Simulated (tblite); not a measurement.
Compound: C₆H₁₃NOSi.
Geometry (GFN2-xTB, Å), atoms numbered from 1 in this order:
```
atom  x, y, z in Å
C1     2.9056    1.2359    0.6896
C2     1.8817    0.1366    0.7003
O3     1.7521   -0.6094    1.6457
Si4    0.7790   -0.0332   -0.8618
C5    -1.0006   -0.4589   -0.2928
C6    -1.0815   -1.7812    0.4686
C7    -1.9915   -0.4761   -1.4575
C8    -1.3380    0.6694    0.6116
N9    -0.4982    1.6035    0.6575
H10    3.4940    1.2405    1.6046
H11    2.3865    2.1837    0.5737
H12    3.5531    1.1019   -0.1736
H13    0.8573    1.1591   -1.6991
H14    1.2782   -1.1913   -1.6279
H15   -2.0825   -1.9386    0.8718
H16   -0.3691   -1.7904    1.2896
H17   -0.8490   -2.6075   -0.1991
H18   -1.7410   -1.2822   -2.1429
H19   -3.0101   -0.6334   -1.1012
H20   -1.9563    0.4627   -2.0056
H21   -2.2762    0.6377    1.1779
H22   -0.7041    2.3906    1.2698
```

Calculated harmonic vibrations of the isolated species, GFN2-xTB (tblite), most abundant isotopes, no scaling. This tight-binding method is rough: wavenumbers can miss measured ones by several per cent, in bad cases by 10 to 20. Modes of hydrogen on silicon can be 10 to 20 % off. One conformer, not necessarily the lowest.

Harmonic wavenumbers (cm⁻¹): 41.8, 63.3, 95.0, 115.7, 147.2, 171.5, 213.5, 215.4, 231.9, 248.6, 319.9, 336.3, 346.7, 398.9, 450.6, 509.1, 561.2, 594.3, 616.4, 636.8, 727.3, 773.2, 797.2, 915.3, 950.7, 969.7, 975.7, 988.4, 990.4, 1022.0, 1131.0, 1140.3, 1166.9, 1217.1, 1246.9, 1350.8, 1352.4, 1402.8, 1418.3, 1452.2, 1453.1, 1496.1, 1496.8, 1505.6, 1509.4, 1718.9, 1728.8, 2171.5, 2303.4, 2867.0, 2991.8, 2995.8, 3027.7, 3028.8, 3031.5, 3033.7, 3036.6, 3041.2, 3048.5, 3327.7.

A = 2197, B = 980.6, C = 947.0 MHz; mass 143.077 u (most abundant isotopes); point group C1, symmetry number 1.

Problem. Zero-point energy?

Solution. Half the sum of the wavenumbers: 38558 cm⁻¹ = 110.24 kcal/mol.

Problem. What is S at 298.15 K and 1 bar for an ideal gas of classical rigid rotors and harmonic oscillators?

Solution. Translation 40.81, rotation 29.44, vibration 38.75: S = 109.0 cal/(mol K).

Problem. And Cp and H(298.15 K) − H(0)?

Solution. Cp = 46.86 cal/(mol K), of which vibrations give 38.91 (their classical limit is 60 R = 119.2); H(298.15 K) − H(0) = 8.47 kcal/mol without the zero-point energy, 6.10 from vibrations.

Problem. How do the functions run with temperature in this model?

Solution. 
```
T (K)  S (cal/(mol K))  Cp (cal/(mol K))  H − H(0) (kcal/mol)  G − H(0) (kcal/mol)  ln q(vib)
  100             72.7              22.8                 1.47                -5.80       2.22
  200             92.7              35.6                 4.42               -14.11       5.75
  300            109.3              47.1                 8.56               -24.23       9.26
  500            138.2              66.8                20.04               -49.05      15.95
  800            174.3              86.7                43.32               -96.12      25.16
 1000            194.6              95.6                61.59              -133.05      30.76
```

q(vib) and H(0) count from the zero-point level.

Problem. Blend soft modes into free rotors: weight 1/[1 + (100 cm⁻¹/ν̃)⁴] for the oscillator and the rest for a rotor with moment μB/(μ + B), μ = h/(8π²ν), B = 10⁻⁴⁴ kg m². What vibrational entropy results?

Solution. 35.90 cal/(mol K) in place of 38.75, which changes −T·S at 298.15 K by +0.85 kcal/mol.

Hindered rotation and anharmonicity are outside this model. Other conformers, if any are populated, would add a mixing term that is left out. The structure is chiral; the term R ln 2 for an equal mix with its mirror image is left out.

The run took 1.1 s wall on one thread of an Arm Neoverse V1, shared host with 32 logical CPUs at a one-minute load of 27. This covers the Hessian and the dipole derivatives.
